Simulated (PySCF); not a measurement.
# Structure from 2D NMR

Compound of formula C7H8Cl2Si. Correlations simulated from computed shifts and the bond graph:

HSQC (one-bond C–H):
| δH | δC |
| --- | --- |
| 6.62 | 152.0 |
| 6.60 | 72.5 |
| 2.55 | 36.0 |
| 1.41 | 19.5 |

COSY cross peaks (H two or three bonds apart, from the bond graph; peaks can be absent where the dihedral angle is near 90°):
| δH | δH |
| --- | --- |
| 6.62 | 4.91 |
| 6.62 | 4.55 |
| 4.91 | 4.55 |
| 4.91 | 2.55 |
| 4.55 | 2.55 |
| 2.55 | 1.41 |

HMBC (two and three bonds, from the bond graph):
| δH | δC |
| --- | --- |
| 6.62 | 156.9, 97.6, 36.0 |
| 6.60 | 97.6, 97.5 |
| 4.91 | 156.9, 152.0, 36.0, 19.5 |
| 4.55 | 156.9, 152.0, 36.0, 19.5 |
| 2.55 | 156.9, 152.0, 97.6, 19.5 |
| 1.41 | 156.9, 36.0 |

Carbons without hydrogens: δ 156.9, 97.6, 97.5.

No solvent model, fast rotation and ring inversion assumed for equivalent nuclei, one computed conformer, no relativistic terms. GFN2-xTB structure; σ from GIAO-PBE0/pcSseg-1; PySCF 2.14.

δ = σ(ref) − σ, references computed at the same level: 1H (σ = 31.72 ppm), 13C (σ = 186.93 ppm) against TMS.

Exchangeable hydrogens are left out of these lists.

Question: Which molecule is this?

Answer: `InChI=1S/C7H8Cl2Si/c1-5-6(4-10-5)2-3-7(8)9/h4-5,7H,10H2,1H3/t5-/m1/s1`.

Atoms are numbered as in `[CH3:1][C@H:2]1[SiH2:3][CH:4]=[C:5]1[C:6]#[C:7][CH:8]([Cl:9])[Cl:10]`; H(Xn) means a hydrogen on atom n. Ha(Si3) is cis to C1 on the ring; Hb(Si3) is trans to C1 on the ring.

- δC 156.9 is C5, a fully substituted alkene carbon.
- δC 152.0 is C4, an alkene CH (δH 6.62).
- δC 97.6 is C6, an alkyne carbon.
- δC 97.5 is C7, an alkyne carbon.
- δC 72.5 is C8, a propargylic sp3 CH bonded to 2 Cl (δH 6.60).
- δC 36.0 is C2, an allylic sp3 CH bonded to Si (δH 2.55).
- δC 19.5 is C1, a methyl carbon (δH 1.41).
- HMBC from δH 6.62 reaches the proton-free carbons C5, C6.
- HMBC from δH 6.60 reaches the proton-free carbons C6, C7.
- HMBC from δH 4.91 reaches the proton-free carbon C5.
- HMBC from δH 4.55 reaches the proton-free carbon C5.
- COSY links 6.62–4.91, 6.62–4.55, 4.91–4.55, 4.91–2.55, 4.55–2.55, 2.55–1.41.

The data come from this structure; uniqueness wasn't tested.

Carbons that carry Cl, above all several Cl atoms, come out too deshielded, partly because spin–orbit coupling is missing. Shifts are as computed. Against solution values, carbons near 30 ppm lie about +3 ppm off and those near 130 ppm about +5 ppm; carbons on Cl a further +6 ppm. Of 1211 compounds with measured shifts, 218 miss one by over three times the rms of a fit or turn the order of signals round; such compounds aren't used in these exercises.
